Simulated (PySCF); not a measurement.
Mg(Et)(SH) (C2H6MgS), SMILES C[CH2][Mg][SH].

The structure is a stationary point at PBE0-D3(BJ)/def2-SVP. The structure was generated by enumeration; whether it is a known compound was not checked. The values are those of a single conformer.

Level of theory: TDA-PBE/def2-SVPD (PySCF).

Vertical excitations. 

Computed lowest excited states:
```csv
state,energy (eV),λ (nm),f,main pairs
S1,4.20,295,0.044,HOMO−1→LUMO 99 %
S2,4.59,270,0.050,"HOMO→LUMO+1 73 %, HOMO→LUMO 24 %"
S3,4.62,268,0.014,HOMO−1→LUMO+1 93 %
S4,4.63,268,0.187,"HOMO→LUMO 59 %, HOMO→LUMO+1 24 %"
S5,4.95,251,0.023,HOMO→LUMO+2 99 %
S6,5.21,238,0.061,"HOMO−1→LUMO+2 72 %, HOMO−2→LUMO 19 %"
S7,5.51,225,0.007,HOMO→LUMO+3 96 %
S8,5.64,220,0.022,HOMO−1→LUMO+3 98 %
S9,5.81,213,0.121,"HOMO−2→LUMO 70 %, HOMO−1→LUMO+2 12 %"
S10,6.11,203,0.077,HOMO−2→LUMO+1 85 %
T1,3.69,336,0,HOMO→LUMO 99 %
T2,3.95,314,0,HOMO−1→LUMO 99 %
T3,4.34,286,0,HOMO→LUMO+1 99 %
T4,4.55,272,0,HOMO−1→LUMO+1 99 %
```
Triplets are in the Tamm–Dancoff approximation.
